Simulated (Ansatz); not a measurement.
`[OH][Ga]([F])[Br]` + `OCC1CO1` → `O[CH2][Ga]([OH])[F]` + `BrC1CO1`  (formal exchange of groups at a Ga–Br bond)

Isolated molecules relaxed with PBE0-D4/def2-TZVP in Ansatz; ΔE leaves out vibrations. CCSD(T)/CBS is the MP2 limit (def2-TZVPP, def2-QZVPP) plus CCSD(T) − MP2 in def2-TZVPP, frozen cores. Functionals use def2-TZVPP. For Br, Ga outer-core shells are correlated without core-valence functions, which leaves a few kJ/mol of doubt a bond. Scalar relativity is left out up to krypton. One conformer a species, not always the lowest.

```tsv
species	r2SCAN energy (Eh)
`[OH][Ga]([F])[Br]`	-4674.79322
`OCC1CO1`	-268.28926
`O[CH2][Ga]([OH])[F]`	-2215.70456
`BrC1CO1`	-2727.31175
```

Q: Work out ΔE.

A: ΔE = (-2215.70456) + (-2727.31175) − (-4674.79322) − (-268.28926) = 0.06617 Eh = +41.5 kcal/mol. CCSD(T)/CBS gives +42.3 kcal/mol.

Largest T1 diagnostic among the species: 0.014.

In def2-TZVPP, CCSD(T) changes the Hartree–Fock value by −8.3 kcal/mol (the triples alone add −1.2 kcal/mol) and MP2 by −8.2 kcal/mol. From PBE to PBE0 (25 % exact exchange), in def2-TZVPP and without D4, ΔE moves by +4.2 kcal/mol.
